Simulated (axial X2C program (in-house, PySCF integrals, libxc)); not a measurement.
**Bond lengths and stretching modes, held linear, of InNC⁺**

Calculated with an in-house all-electron X2C program for linear molecules (integrals from PySCF): two-component X2C with atomic mean-field Coulomb and Gaunt terms, Gaussian nuclei, basis In dyall-v3z, N dyall-av3z, C dyall-v3z with contracted cores. Spin-free rows use the one-electron spin-free X2C Hamiltonian.

Masses In 114.904, N 14.003, C 12.000 u. States: 2c Ω = 1/2 (beyond evenly filled blocks: ω = 1/2); spin-free M_S = 1/2, Λ = 0 (beyond evenly filled blocks: σα).

PBE0, spin-free: energies above the lowest point

```csv
r(In–N) (Å),r(N–C) (Å),E (meV)
2.4638,1.1281,50.49
2.4638,1.1570,2.10
2.4638,1.1859,48.28
2.5270,1.1281,44.87
2.5270,1.1570,0.00
2.5270,1.1859,49.93
2.5270,1.2148,177.48
2.5902,1.1281,44.78
2.5902,1.1570,2.34
2.5902,1.1859,54.91
2.6534,1.1570,8.84
2.6534,1.2148,195.54
```

Fit a quadratic surface with cubic terms in each bond: where is the minimum, and what are the two stretching wavenumbers?

At PBE0, spin-free: bonds 2.525 and 1.156 Å; harmonic stretches 115.3 and 2181.1 cm⁻¹; force constants 0.167, 18.3 and coupling 0.23 mdyn/Å.

The other levels and Hamiltonians give:

| Hamiltonian | level | r(In–N) (Å) | r(N–C) (Å) | lower stretch (cm⁻¹) | upper stretch (cm⁻¹) |
| --- | --- | --- | --- | --- | --- |
| 2c | PBE0 | 2.523 | 1.156 | 115.0 | 2180.8 |
| 2c | PBE | 2.213 | 1.176 | 134.8 | 2059.8 |
| spin-free | HF | 2.772 | 1.144 | 91.9 | 2080.0 |
| spin-free | PBE | 2.217 | 1.175 | 134.9 | 2060.2 |
| spin-free | MP2 | 2.613 | 1.125 | 158.7 | 2937.2 |

Each state is one determinant, the lowest of a limited PBE0 search; the stretches come from a fit to these few points and carry an uncertainty of a few per cent. Other orders of the atoms were not compared. Left out for rough or failed fits: HF 2c, MP2 2c. The levels spread by more than a fifth, so the stretches depend strongly on the method. MP2 freezes inner shells (threshold -2 hartree). The molecule was held linear; bending was not examined, so a bent shape may lie lower.
